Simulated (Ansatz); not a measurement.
C₆H₁₂O₂Si, singlet, geometry from GFN2-xTB; PBE/STO-3G (Ansatz, a program for electronic structure).

Ansatz was given this input:
Ansatz 0.2 input:
```yaml
crystal:
  periodic: [false, false, false]
  atoms:
    - {symbol: C, position_ang: [3.29317671, -0.04795943, -0.29807079]}
    - {symbol: C, position_ang: [2.59954963, -0.64158893, 0.66205982]}
    - {symbol: C, position_ang: [1.12296510, -0.58980606, 0.75070307]}
    - {symbol: O, position_ang: [0.49904034, -1.13395576, 1.62947223]}
    - {symbol: O, position_ang: [0.54767623, 0.10548990, -0.21821987]}
    - {symbol: Si, position_ang: [-1.11343631, 0.33479046, -0.37273199]}
    - {symbol: C, position_ang: [-1.16670082, 1.39737402, -1.94611805]}
    - {symbol: C, position_ang: [-1.77083648, 1.26522252, 1.15014823]}
    - {symbol: C, position_ang: [-1.96801907, -1.34788894, -0.60793679]}
    - {symbol: H, position_ang: [2.79711380, 0.51146999, -1.07393570]}
    - {symbol: H, position_ang: [4.36820603, -0.10030812, -0.34083557]}
    - {symbol: H, position_ang: [3.07090419, -1.20862969, 1.45200899]}
    - {symbol: H, position_ang: [-2.19184244, 1.64418251, -2.19798187]}
    - {symbol: H, position_ang: [-0.62477633, 2.32922120, -1.81952034]}
    - {symbol: H, position_ang: [-0.73425531, 0.87837927, -2.79563769]}
    - {symbol: H, position_ang: [-1.62004897, 0.67712069, 2.05082039]}
    - {symbol: H, position_ang: [-2.83207756, 1.47489184, 1.06343873]}
    - {symbol: H, position_ang: [-1.25696945, 2.21345120, 1.28665470]}
    - {symbol: H, position_ang: [-1.56579707, -1.87920715, -1.46686019]}
    - {symbol: H, position_ang: [-3.03663367, -1.23593528, -0.76038877]}
    - {symbol: H, position_ang: [-1.82025780, -1.97609515, 0.26575340]}
basis:
  gaussian:
    orbitals: STO-3G
hamiltonian:
  xc: pbe
accuracy: high
```

What does Ansatz print? Leave out banner, timings and long lists.


```
Functional definition: PBE
1455 factors; integrals over basis functions are off by at most 5.0e-9 eV
mean field evaluation 1: about -18144.8941 eV, gradient 3.5e1 eV
mean field evaluation 2: about -18129.8897 eV, gradient 8.5e1 eV
mean field evaluation 4: about -18148.4136 eV, gradient 6.1e0 eV
mean field evaluation 8: about -18148.2666 eV, gradient 3.3e-1 eV
mean field evaluation 16: about -18148.2670 eV, gradient 9.1e-6 eV
mean field -18148.26702126 eV, -666.9365116940 hartree, gradient 4.9e-8 eV, S^2 0.000000; 0 other end points of the search recorded, 0 dependent functions left out
reference -18148.26702504 eV, -666.9365118329 hartree; 39, 39 occupied and 22, 22 virtual orbitals, 1455 factors
Total energy: -18148.26702504 eV, -666.9365118329 hartree
```
